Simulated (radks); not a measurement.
Results of a calculation; reference values are marked as such.
Task: The titanium ion Ti+ is in [Ar] 3d3. Code: a radial shooting solver on a logarithmic mesh with Libxc functionals. Model: non-relativistic Kohn-Sham, PBE, spin-polarised, spherical densities, point nucleus. Open shells are filled with parallel spins first. One electron is removed from 2p, 3p, 3s, 3d in turn, with full relaxation. Which removal costs least, and what does each cost?

Result: 3d 14.347 eV; 3p 46.338 eV; 3s 69.338 eV; 2p 467.09 eV. The 3d electron leaves first.
